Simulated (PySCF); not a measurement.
Species: C₈H₉N.
Numbering: `[CH2:1]=[C:2]1[CH2:3][C@H:4]([CH2:5][C:6]#[N:7])[C:8]1=[CH2:9]` (hydrogens: H10, H11 on C1; H12, H13 on C3; H14 on C4; H15, H16 on C5; H17, H18 on C9)

Computed with PBE0-D3(BJ)/def2-SVP geometry optimisation, gas phase in PySCF.

Task: Give the optimised bond lengths and angles.

Result: 
```tsv
bond	length (pm)
C1=C2	133.5
C2–C3	152.0
C3–C4	155.5
C4–C5	152.8
C5–C6	145.8
C6≡N7	115.7
C4–C8	152.4
C8=C9	133.5
C2–C8	147.6
C1–H10	109.3
C1–H11	109.3
C3–H12	110.2
C3–H13	110.0
C4–H14	110.2
C5–H15	110.3
C5–H16	110.3
C9–H17	109.3
C9–H18	109.3
```

A selection of angles:
```tsv
angle	degrees
C1–C2–C3	133.9
C1–C2–C8	134.6
C3–C2–C8	91.5
C2–C3–C4	88.6
C3–C4–C5	115.4
C3–C4–C8	88.4
C5–C4–C8	116.4
C4–C5–C6	112.6
C5–C6–N7	178.5
C4–C8–C9	133.3
C2–C8–C4	91.4
C2–C8–C9	135.2
```

Torsions: C1–C2–C3–C4 177° (antiperiplanar); C2–C3–C4–C5 120° (anticlinal); C3–C4–C5–C6 -172° (antiperiplanar); C3–C4–C8–C9 177° (antiperiplanar); C1–C2–C8–C4 -177° (antiperiplanar).

Of the pairs four or more bonds apart, C6···C9 is among the closest relative to their van der Waals radii: 3.38 Å, 99 % of the sum of Bondi's values. The 8 C–C bonds span 1.335 Å (C1=C2, drawn double) to 1.555 Å (C3–C4, drawn single), a spread of 0.220 Å. The 4-membered ring C2–C3–C4–C8 has internal angles of 88.4° to 91.5° (sum 360°, against 360° for a flat polygon); it is almost planar, 0.01 Å rms from its mean plane, widest ring torsion 2°.

Point group: C1 (no symmetry element, even within 0.4 Å). Whether it is a minimum is left open (no frequencies). One conformer, not necessarily the lowest.

On an Arm Neoverse V1 with one thread (shared host), this took 1.8 min wall. This is the geometry optimisation.
